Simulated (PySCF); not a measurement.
How methods differ on the excitation energy of P²⁺

P²⁺ [Ne] 3s2 3p1 (2P) → P²⁺ [Ne] 3s1 3p1 3d1 (high-spin determinant), as a difference of total energies. All numbers are calculated (PySCF 2.14, scalar relativity by spin-free X2C-1e, in dyall-av3z (19s12p3d2f, 84 functions)). Correlated levels: valence: [Ne] frozen; virtual orbitals above 40 to 60 times the deepest correlated orbital energy dropped. The calculations carry no spin-orbit coupling.

```tsv
method	excitation energy (eV)
UHF	20.206
MP2 (valence)	21.100
SCS-MP2 (valence)	21.539
CCSD (valence)	20.426
CCSD(T) (valence)	20.170
```

How much does correlation contribute at CCSD(T) (valence)?

20.170 − (20.206) = -0.036 eV, measured against UHF.

A first-order spin-orbit estimate (lowest level to lowest level, LS coupling) adds 0.010 eV.

The promoted electron is Rydberg-like, and one or two diffuse shells describe it only roughly, which tends to raise the upper state.

The coupled-cluster amplitudes are large for the upper state (T1 above 0.03 or a double amplitude above 0.15), so a single reference is strained.

The determinant of the upper state mixes LS terms, which raises its energy above the lowest term, most at the Hartree-Fock and MP2 levels.
